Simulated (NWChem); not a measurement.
Molecule: CCl$_{2}$F, doublet; SMILES F[C](Cl)Cl

Results from NWChem. Spin-unrestricted. Medium grid unless said otherwise, to which SCAN and Minnesota functionals are sensitive. In the optimisation the excess spin sits in a' (Cs, its own frame). Coordinates come from a B3LYP/6-31G* (spherical d), spin-unrestricted optimisation. No stability test was run on the SCF state. Total energies of different functionals are on different scales.

```json
[
 {"level": "B3LYP/def2-SVP", "energy (Ha)": "-1057.9033", "highest occupied level (eV)": "…", "lowest empty minus highest occupied level, either spin (eV)": "…", "dipole (D)": "0.40", "<S²>": "0.753"},
 {"level": "PBE/def2-SVP", "energy (Ha)": "-1057.3694", "highest occupied level (eV)": "-5.21", "lowest empty minus highest occupied level, either spin (eV)": "1.85", "dipole (D)": "0.34", "<S²>": "0.752"},
 {"level": "PBE0/def2-SVP", "energy (Ha)": "-1057.4401", "highest occupied level (eV)": "-6.94", "lowest empty minus highest occupied level, either spin (eV)": "4.61", "dipole (D)": "0.35", "<S²>": "0.753"},
 {"level": "B3PW91/def2-SVP", "energy (Ha)": "-1057.7491", "highest occupied level (eV)": "-6.69", "lowest empty minus highest occupied level, either spin (eV)": "4.06", "dipole (D)": "0.35", "<S²>": "0.753"},
 {"level": "BLYP/def2-SVP", "energy (Ha)": "-1057.8530", "highest occupied level (eV)": "-4.97", "lowest empty minus highest occupied level, either spin (eV)": "1.72", "dipole (D)": "0.38", "<S²>": "0.752"},
 {"level": "LDA (Slater exchange, PW92)/def2-SVP", "energy (Ha)": "-1053.9276", "highest occupied level (eV)": "-5.16", "lowest empty minus highest occupied level, either spin (eV)": "1.40", "dipole (D)": "0.44", "<S²>": "0.751"},
 {"level": "LRC-wPBEh/def2-SVP", "energy (Ha)": "-1057.4600", "highest occupied level (eV)": "-8.83", "lowest empty minus highest occupied level, either spin (eV)": "8.26", "dipole (D)": "0.32", "<S²>": "0.753"},
 {"level": "r2SCAN0/def2-SVP", "energy (Ha)": "-1057.7349", "highest occupied level (eV)": "-7.41", "lowest empty minus highest occupied level, either spin (eV)": "5.49", "dipole (D)": "0.34", "<S²>": "0.755"},
 {"level": "SCAN/def2-SVP", "energy (Ha)": "-1057.9073", "highest occupied level (eV)": "-5.94", "lowest empty minus highest occupied level, either spin (eV)": "2.93", "dipole (D)": "0.29", "<S²>": "0.754"}
]
```

Problem. Some entries are withheld; supply them.

Solution. 
- B3LYP/def2-SVP, highest occupied level (eV): -6.52
- B3LYP/def2-SVP, lowest empty minus highest occupied level, either spin (eV): 3.87
